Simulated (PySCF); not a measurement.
## Worked example: chemical shift, span and skew from a shielding tensor

C₈H₆, SMILES C1=CC2=CC=CC2=C1. Atoms are numbered in the order given.

```xyz
14

C     -0.0651    -2.1715     0.0000
C      1.0957    -1.4760     0.0000
C      0.7338    -0.0383     0.0000
C      1.2284     1.2184     0.0000
C      0.0651     2.1715     0.0000
C     -1.0957     1.4760     0.0000
C     -0.7338     0.0383     0.0000
C     -1.2284    -1.2184     0.0000
H     -0.1665    -3.2586     0.0000
H      2.1046    -1.8896     0.0000
H      2.2763     1.5276     0.0000
H      0.1665     3.2586     0.0000
H     -2.1046     1.8896     0.0000
H     -2.2763    -1.5276     0.0000
```

The structure is a stationary point at ωB97X-D3(BJ)/def2-SVP.

GIAO shieldings from PySCF with HF/pcSseg-1, non-relativistic, no solvent. The symmetric part of the tensor of C1 has the principal values -69.7, 83.3, 129.3 ppm. The same nucleus in TMS has σ = 192.6 ppm at this level (PySCF, at its B3LYP-D3(BJ)/def2-TZVP geometry).

### Question
Work out the isotropic shielding, the ¹³C shift against TMS, the span and the skew.

### Answer

σ(iso) = (σ11 + σ22 + σ33)/3 = 47.6 ppm. δ = σ(ref) − σ(iso) = 192.6 − (47.6) = 145.0 ppm.
Span Ω = σ33 − σ11 = 199.0 ppm. Skew κ = 3(σ(iso) − σ22)/Ω = -0.54. Tumbling in solution averages the tensor to δ; in a static solid the shielding alone would spread this spin-1/2 line over Ω.
